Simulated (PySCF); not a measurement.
Orbital picture of TiSi⁺

UHF at R = 2.427 Å; basis Ti def2-TZVPPD, Si def2-TZVPPD; no relativity; PySCF 2.14. State: ⁶Δ (sextet), unpaired electrons σ ↑↑, π ↑↑, δ ↑. Only the outer orbitals are listed, counted within each symmetry.

```csv
spin,orbital,occ.,ε (eV),on Ti (%),main shells (%)
α,9σ,1,-22.75,20,"80 Si s, 10 Ti d"
α,1δ,1,-18.44,100,100 Ti d
α,10σ,1,-17.94,87,83 Ti d
α,11σ,1,-13.56,43,"52 Si p, 37 Ti s"
α,4π,1,-12.96,23,"74 Si p, 15 Ti d"
α,4π,1,-12.96,23,"74 Si p, 15 Ti d"
α,12σ,0,-5.26,86,"44 Ti p, 40 Ti s, 9 Si p"
α,5π,0,-3.57,97,"60 Ti p, 37 Ti d"
α,5π,0,-3.57,97,"60 Ti p, 37 Ti d"
β,3π,1,-52.84,100,100 Ti p
β,3π,1,-52.84,100,100 Ti p
β,8σ,1,-52.83,100,100 Ti p
β,9σ,1,-17.17,12,86 Si s
β,10σ,0,-5.24,89,"68 Ti s, 21 Ti p, 9 Si p"
β,4π,0,-3.49,61,"57 Ti p, 39 Si p"
β,4π,0,-3.49,61,"57 Ti p, 39 Si p"
```

**Question.** Which are the highest filled and the lowest empty level, where do they sit, and how wide is the gap?

**Answer.** Highest filled α 4π at -12.96 eV (in %: 74 Si p, 15 Ti d); lowest empty α 12σ at -5.26 eV (in %: 44 Ti p, 40 Ti s, 9 Si p); the gap at UHF is 7.70 eV.

| Item | Value |
| --- | --- |
| bond order (Mayer) | 1.41 |
| ⟨S²⟩ | 8.759 |
| charge on Ti (Mulliken, basis-dependent) | 0.92 |
| charge on Ti (Löwdin, basis-dependent) | 0.61 |
| dipole moment (positive dipole points towards Si; it is taken about the centre of mass and depends on that origin) | -5.52 D |
| polarisability along the bond | 85.2 bohr³ |
| polarisability across the bond | 65.2 bohr³ |

With d or f electrons several states lie close, and the lowest PBE0 determinant need not be the measured ground state.
